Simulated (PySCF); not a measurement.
## Si2B2H4O6

The system: Si2B2H4O6, a molecule drawn as a unit of a network glass or zeolite (built as: B3 Si B3 Si, H ends, O bridges); neutral, singlet. The structure, one conformer, was relaxed in the gas phase by PBE0-D3(BJ)/def2-SVP. No frequency run checks that it is a minimum.

SMILES: OB1OB2O[SiH2]O[SiH](O1)O2

```csv
atom,x (Å),y (Å),z (Å)
O1,3.294,-0.022,-0.343
B2,1.974,0.121,-0.109
O3,1.358,-0.587,0.916
B4,0.016,-0.342,1.092
O5,-0.911,-1.329,0.919
Si6,-2.040,-1.002,-0.296
O7,-1.414,0.278,-1.190
Si8,-0.331,1.364,-0.547
O9,-0.404,0.982,1.086
O10,1.236,0.955,-0.926
H11,3.698,-0.638,0.277
H12,-3.344,-0.619,0.298
H13,-2.146,-2.197,-1.165
H14,-0.642,2.756,-0.886
```

Shieldings: GIAO PBE0/pcSseg-1. Shifts are against computed references at the same level: H TMS (σ 31.27 ppm), Si TMS (σ 352.0 ppm). Core levels by delta-SCF with SCAN, pcX-2 on the ionised atom and pcseg-1 elsewhere, spin-free X2C; from the vacuum level, for chosen atoms.

Q: Give the shieldings and core levels atom by atom.

A: 
| atoms | bonded to | σ (ppm) | δ (ppm) | core level (eV) |
| --- | --- | --- | --- | --- |
| O1 | 1 B + 1 H | 233.5 | - | 1s 539.44 |
| B2 | 3 O | 83.1 | - | 1s 198.85 |
| O3 | 2 B | 161.4 | - | 1s 538.98 |
| B4 | 3 O | 78.7 | - | 1s 199.11 |
| O5 | 1 B + 1 Si | 183.1 | - | - |
| Si6 | 2 O + 2 H | 370.8 | -18.8 | - |
| O7 | 2 Si | 220.3 | - | - |
| Si8 | 3 O + 1 H | 397.4 | -45.4 | - |
| O9 | 1 B + 1 Si | 157.0 | - | - |
| O10 | 1 B + 1 Si | 197.8 | - | 1s 538.72 |
| H11 | 1 O | 27.69 | 3.57 | - |
| H12 | 1 Si | 25.97 | 5.30 | - |
| H13 | 1 Si | 26.24 | 5.03 | - |
| H14 | 1 Si | 26.51 | 4.76 | - |

Values are those of this one static structure; atoms that internal rotation interchanges would show their mean in an NMR spectrum.

Q: Which of O1, O3, O10 holds its core electrons tightest, and by how much against the loosest?

A: O1 (bonded to 1 B + 1 H), by 0.72 eV over O10 (bonded to 1 B + 1 Si).

Q: By CAM-B3LYP/def2-SVPD (TDDFT singlets, Tamm-Dancoff triplets, ionisation by delta-SCF), where does absorption start, and what does vertical ionisation take?

A: The lowest singlet lies at 7.47 eV (f 0.022), the strongest of the first 6 at 8.59 eV (f 0.035), the lowest triplet at 7.19 eV; vertical ionisation takes 11.16 eV.

The 3 runs behind this took 9.4 min in all, one thread each of Arm Neoverse V1 on a shared host, launched as `OMP_NUM_THREADS=1 python cluster_run.py task.json out`.
